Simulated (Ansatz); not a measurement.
Reaction (atomization): `O[Si](O)(F)[SiH3]` → F• + 5 H• + 2 O• + 2 Si•

Program: Ansatz. Geometries: PBE0-D4/def2-TZVP. ΔE: electronic, gas phase. CCSD(T)/CBS is the MP2 limit (def2-TZVPP, def2-QZVPP) plus CCSD(T) − MP2 in def2-TZVPP, frozen cores. This one scheme is used for every species, atoms too. Functionals use def2-TZVPP. Open shells (•) are unrestricted, without spin–orbit coupling. Spin–orbit coupling would lower the free atoms: a little for F, O, Si. Each species was taken in one conformer, which may not be the lowest.

| species | PBE energy (Eh) |
| --- | --- |
| `O[Si](O)(F)[SiH3]` | -832.03003 |
| F• | -99.66912 |
| H• | -0.49962 |
| O• | -75.00967 |
| Si• | -289.22289 |

(1) Work out ΔE.

Largest T1 diagnostic among the species: 0.013.

Answers

(1) ΔE = 5 × (-0.49962) + 2 × (-75.00967) + 2 × (-289.22289) + (-99.66912) − (-832.03003) = 1.39769 Eh = +3669.6 kJ/mol. CCSD(T)/CBS gives +3704.8 kJ/mol.

At CCSD(T), def2-SVP lies −339.9 kJ/mol from the extrapolated value and def2-TZVPP −116.7 kJ/mol: correlation converges slowly with the basis, and small sets miss more of it in the bonded molecule than in its fragments. From r2SCAN to r2SCAN0 (25 % exact exchange), in def2-TZVPP and without D4, ΔE moves by −74.3 kJ/mol: exact exchange takes away binding that semilocal exchange gives to molecules.

For atomizations the MP2-based limit and the directly extrapolated one differ by several kJ/mol either way, and by 10 to 25 for some Ge, Se and Sn compounds, so smaller differences from it don't rank the levels.
